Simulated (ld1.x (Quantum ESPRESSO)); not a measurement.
u(r) = r·R(r): atom against pseudo-atom (antimony)

Columns: radius, all-electron u(r) and pseudo u(r) of the 5s shell (level -12.88 eV) of antimony in the configuration [Kr] 4d10 5s2 5p3; PBEsol, scalar-relativistic, TM semilocal scheme, ld1.x (Quantum ESPRESSO) 7.5.

```tsv
r (bohr)	all-electron	pseudo
0.120	-0.0816	0.0475
0.240	0.2464	0.0922
0.360	0.0503	0.1317
0.480	-0.2452	0.1647
0.600	-0.3755	0.1922
0.720	-0.3294	0.2181
0.840	-0.1753	0.2483
0.960	0.0203	0.2903
1.080	0.2144	0.3510
1.200	0.3846	0.4335
1.320	0.5216	0.5311
1.440	0.6246	0.6250
1.560	0.6962	0.6962
1.680	0.7407	0.7407
1.800	0.7629	0.7629
1.920	0.7672	0.7672
2.040	0.7577	0.7577
2.160	0.7377	0.7377
2.280	0.7099	0.7099
2.400	0.6768	0.6768
2.520	0.6402	0.6402
2.640	0.6017	0.6017
2.760	0.5623	0.5623
2.880	0.5229	0.5229
3.000	0.4844	0.4844
3.120	0.4470	0.4470
```

Q: How many radial nodes do the two functions have?

A: The all-electron 5s function has n − l − 1 = 4 (the table is too coarse to show those close to the nucleus); the pseudo-wave has 0, since the states of the same l below it are removed with the core.

Q: At about which radius was the pseudo-wave matched?

A: 1.55 bohr, where the columns begin to agree (steps of 0.12 bohr).

Q: Is the pseudo-wave norm-conserving?

A: Yes: the TM semilocal scheme keeps the norm inside the radius equal to the all-electron one, which fixes the energy derivative of the logarithmic derivative at the level.
